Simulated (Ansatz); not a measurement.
These are frozen-core CCSD(T)/cc-pVTZ // PBE-D3(BJ)/def2-TZVP (Ansatz, an electronic-structure program) values and carry that method's errors.

Ansatz 0.2 input:
```yaml
crystal:
  periodic: [false, false, false]
  atoms:
    - { symbol: B, position_ang: [1.0078, 1.419816, -0.063478] }
    - { symbol: C, position_ang: [0.204255, 0.285914, -0.012251] }
    - { symbol: C, position_ang: [0.772551, -1.100535, 0.200921] }
    - { symbol: C, position_ang: [-1.299834, 0.356641, -0.167582] }
    - { symbol: H, position_ang: [1.689511, 2.38407, -0.107059] }
    - { symbol: H, position_ang: [1.866177, -1.108457, 0.307416] }
    - { symbol: H, position_ang: [0.513652, -1.757788, -0.647261] }
    - { symbol: H, position_ang: [0.343958, -1.556777, 1.110076] }
    - { symbol: H, position_ang: [-1.626936, -0.247914, -1.031255] }
    - { symbol: H, position_ang: [-1.798968, -0.054705, 0.726881] }
    - { symbol: H, position_ang: [-1.672164, 1.379734, -0.316405] }
basis:
  gaussian: { orbitals: cc-pVTZ }
correlation:
  method: ccsd_t
```

Output:

```
Functional definition: HF
1227 factors; integrals over basis functions are off by at most 1.2e-3 eV
mean field evaluation 1: about -3869.2097 eV, gradient 3.7e1 eV
mean field evaluation 2: about -3869.2090 eV, gradient 3.7e1 eV
mean field evaluation 4: about -3873.1297 eV, gradient 4.3e0 eV
mean field evaluation 8: about -3873.2241 eV, gradient 1.6e-1 eV
mean field evaluation 16: about -3873.2195 eV, gradient 1.0e0 eV
mean field -3873.22430664 eV, -142.3383679031 hartree, gradient 4.2e-6 eV, S^2 0.000000; 0 other end points of the search recorded, 0 dependent functions left out
4 core orbitals not correlated
reference -3873.22430664 eV, -142.3383679031 hartree; 11, 11 occupied and 203, 203 virtual orbitals, 1227 factors
second order -16.58873634 eV of doubles, -0.00000000 eV of singles
cycle   1  -17.22723228 eV  change   -6.4e-1 eV  update   8.8e-2
cycle   2  -17.68562128 eV  change   -4.6e-1 eV  update   2.7e-2
cycle   3  -17.76554315 eV  change   -8.0e-2 eV  update   1.2e-2
cycle   4  -17.76112905 eV  change    4.4e-3 eV  update   3.2e-3
cycle   5  -17.76123352 eV  change   -1.0e-4 eV  update   1.4e-3
cycle   6  -17.76115849 eV  change    7.5e-5 eV  update   4.2e-4
cycle   7  -17.76103233 eV  change    1.3e-4 eV  update   1.6e-4
cycle   8  -17.76103593 eV  change   -3.6e-6 eV  update   6.7e-5
cycle   9  -17.76103425 eV  change    1.7e-6 eV  update   2.0e-5
perturbative correction -0.74880054 eV, -0.0275179122 hartree
Total energy: -3891.73414142 eV, -143.0185917851 hartree
```

Cost: around 2.6 core-minutes (rough).
